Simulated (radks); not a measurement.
The numbers below are computed, except where a source is named.
Charge is removed step by step from the 1s level of He, starting from [He]. Level of theory: scalar-relativistic Kohn-Sham, PBE, spin-unpolarised, spherical densities, point nucleus (a radial shooting solver on a logarithmic mesh with Libxc functionals).

removed (e),E - E(0) (eV),eigenvalue (eV),E minus straight line (eV)
0,0.000,-15.764,0.000
0.1,1.679,-17.821,-1.018
0.2,3.566,-19.948,-1.826
0.3,5.670,-22.142,-2.419
0.4,7.997,-24.400,-2.789
0.5,10.553,-26.721,-2.930
0.6,13.343,-29.101,-2.836
0.7,16.375,-31.536,-2.501
0.8,19.652,-34.022,-1.920
0.9,23.181,-36.556,-1.088
1,26.965,-39.130,0.000

Removing the whole electron costs 26.965 eV by Delta-SCF, against 15.764 eV from minus the eigenvalue at the starting occupation. Slater's transition state (half an electron removed) gives 26.721 eV. Integrating minus the eigenvalue over the occupation (Janak's theorem) gives 26.965 eV. In this scalar-relativistic scheme the density is built from large components alone, so the theorem holds only approximately. The mean slope of the eigenvalue, de/dn, is 23.4 eV per electron. Ionisation energy of He in the NIST Atomic Spectra Database: 24.587 eV (measured).

Beside tabulated values, note that spin-unpolarised runs miss the spin-polarisation part of the exchange energy of open shells.
